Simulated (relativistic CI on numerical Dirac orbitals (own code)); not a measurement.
Radial Dirac CI calculation of V2+.

Command:

```sh
python run_levels.py task.json out
```

Input:

```
atom V  Z=23  charge=2  electrons=21
nucleus A=51  rms_radius_fm=3.6002
hamiltonian dirac-coulomb  breit=off  qed=on  c_scale=1.25
orbitals kli  potential=per-configuration
slater_scale 1
correlation none
mixing on
grid step=0.0125 r_max=24.85
scf mixing=0.4 start=green max_iterations=150 tolerance=2e-08 node_fill=0.05
configurations
  [Ar] 3d3
  [Ar] 3d2 4s
  [Ar] 3d2 4p
end
```

Output:

```
SCF 1: [Ar] 3d3
 iter      energy (Ha)   residual   last orbital (Ha)
    1      -941.068163   1.39e+00     -2.05941
    2      -944.977984   4.96e-01     -1.28152
    3      -945.485818   6.88e-02     -1.01719
    4      -945.505546   4.94e-02     -1.09312
    5      -945.512040   9.69e-03     -1.06174
    6      -945.512095   4.29e-04     -1.04941
    7      -945.512108   1.52e-04     -1.04971
    8      -945.512118   8.80e-06     -1.04989
    9      -945.512117   2.77e-06     -1.04988
   10      -945.512117   2.51e-08     -1.04988
   11      -945.512117   1.03e-09     -1.04988
SCF 2: [Ar] 3d2 4s
 iter      energy (Ha)   residual   last orbital (Ha)
    1      -941.866799   1.29e+00     -1.09445
    2      -944.836759   4.95e-01     -0.93118
    3      -945.326557   6.78e-02     -0.85074
    4      -945.346516   3.44e-02     -0.85027
    5      -945.348452   1.15e-02     -0.84446
    6      -945.348382   2.04e-04     -0.83951
    7      -945.348389   9.91e-05     -0.83932
    8      -945.348389   2.98e-05     -0.83927
    9      -945.348388   1.86e-06     -0.83926
   10      -945.348388   5.24e-08     -0.83926
   11      -945.348388   2.71e-09     -0.83926
SCF 3: [Ar] 3d2 4p
 iter      energy (Ha)   residual   last orbital (Ha)
    1      -941.702707   1.29e+00     -0.85690
    2      -944.655167   4.91e-01     -0.72492
    3      -945.142165   7.07e-02     -0.66311
    4      -945.162721   3.02e-02     -0.66011
    5      -945.164094   9.99e-03     -0.65615
    6      -945.164052   4.20e-04     -0.65253
    7      -945.164084   3.72e-04     -0.65259
    8      -945.164075   3.96e-05     -0.65250
    9      -945.164074   1.11e-06     -0.65249
   10      -945.164074   9.36e-08     -0.65249
   11      -945.164074   9.83e-09     -0.65249
orbital energies (Ha): 2s -22.9745  2p1/2 -19.5168  2p3/2 -19.3507  3s -3.4455  3p1/2 -2.5073  3p3/2 -2.4884  3d3/2 -1.0516  3d5/2 -1.0499
configuration averages (Ha): Dirac-Coulomb, Breit, QED
  3d3                           -945.512117    0.000000    0.193962
  3d2 4s                        -945.348388    0.000000    0.194166
  3d2 4p                        -945.164074    0.000000    0.194023
levels: no., configuration, term, J, E (cm-1), weight
   1 3d3                    4F   3/2              0.0  1.00
   2 3d3                    4F   5/2            101.7  1.00
   3 3d3                    4F   7/2            242.8  1.00
   4 3d3                    4F   9/2            422.0  1.00
   5 3d3                    4P   1/2          14574.5  1.00
   6 3d3                    4P   3/2          14631.7  1.00
   7 3d3                    2G   7/2          14642.1  1.00
   8 3d3                    4P   5/2          14748.2  1.00
   9 3d3                    2G   9/2          14799.5  1.00
  10 3d3                    2P   1/2          19328.3  1.00
  11 3d3                    2P   3/2          19416.5  0.97
  12 3d3                    2H   9/2          19503.6  1.00
  13 3d3                    2H   11/2         19634.1  1.00
  14 3d3                    2D   3/2          21114.2  0.98
lowest total energy -945.402383 Ha
end: converged
```

Against the reference input this run has: end of the grid at 24.85 bohr, speed of light × 1.25, Breit term off. The reference run ends at -947.038100 Ha with Breit and QED terms. With a changed speed of light or nuclear radius the levels are not those of the real ion, and the QED model is not rescaled.

With so few configurations and no correlation, terms lie too far apart (by 10 to 50 % or more near neutrality), their order can be wrong, and levels of other configurations are missing. Terms and fine structure of an open d or f shell near neutrality can be off by tens of per cent either way.

Run time about 0.14 s of CPU on one thread of Neoverse-V1 (shared host).
